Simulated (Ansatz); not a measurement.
`P[SiH]1CC1`, charge 0, multiplicity 1.

(1) Give a relaxed structure at PBE0-D4/def2-TZVP (Ansatz 0.2.0). (An estimate is asked.)

Answers

(1) The calculation gave: 
Cartesian coordinates in Å:
```
P -1.758 1.247 0.713
Si -0.481 -0.359 -0.163
C 1.167 0.163 -0.830
C 1.225 -0.538 0.537
H -2.582 0.359 1.456
H -2.659 1.302 -0.384
H -1.112 -1.562 -0.752
H 1.421 1.217 -0.844
H 1.584 -0.383 -1.670
H 1.679 -1.523 0.555
H 1.516 0.076 1.382
```
Point group Cs.
This is one stationary point; other conformers may exist.
